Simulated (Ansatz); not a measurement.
```yaml
crystal:
  periodic: [false, false, false]
  atoms:
    - {symbol: As, position_ang: [-0.097281, -0.792711, -0.930721]}
    - {symbol: As, position_ang: [0.097554, 0.795029, 0.928719]}
    - {symbol: H, position_ang: [-1.256985, -1.519202, -0.257620]}
    - {symbol: H, position_ang: [-1.065535, 0.118879, -1.677232]}
    - {symbol: H, position_ang: [1.060695, -0.119881, 1.677764]}
    - {symbol: H, position_ang: [1.261541, 1.517886, 0.259090]}
basis:
  gaussian: {orbitals: aug-cc-pVDZ}
total_charge: -1
magnetization: {spin_polarized: true, initial_magnetization: 1}
hamiltonian: {xc: {name: r2SCANh}, dispersion: d3bj}
scf: {omitted_lower_state_checks: [starts]}
```

```sh
$ ansatz run in.yaml --threads 4 --pin off --events-out ev --progress --plain --max-ram 3916MiB
```

Output, abridged:

```
Warning: the engine holds no damping parameters fitted to this dispersion correction and functional, so the run takes those fitted to r2scanh beside the three-body term, which d3bj leaves out (hamiltonian.dispersion, under Limitations)
Functional definition: r2SCANh
1184 factors; integrals over basis functions are off by at most 7.7e-4 eV
mean field evaluation 1: about -121744.4816 eV, gradient 9.2e0 eV
mean field evaluation 2: about -121744.5944 eV, gradient 8.0e0 eV
mean field evaluation 4: about -121745.0098 eV, gradient 2.4e-1 eV
mean field evaluation 8: about -121745.0060 eV, gradient 2.5e-2 eV
mean field evaluation 16: about -121745.0060 eV, gradient 1.4e-4 eV
mean field -121745.00602573 eV, -4474.0464497165 hartree, gradient 6.8e-6 eV, S^2 0.753800; 0 other end points of the search recorded, 0 dependent functions left out
reference -121745.00606082 eV, -4474.0464510061 hartree; 36, 35 occupied and 72, 73 virtual orbitals, 1184 factors
Total energy: -121745.04084067 eV, -4474.0477291420 hartree
Checks for a lower state left out: starts
```

Hardware: 4 threads of Intel Xeon on a shared host. Wall time 14 s.
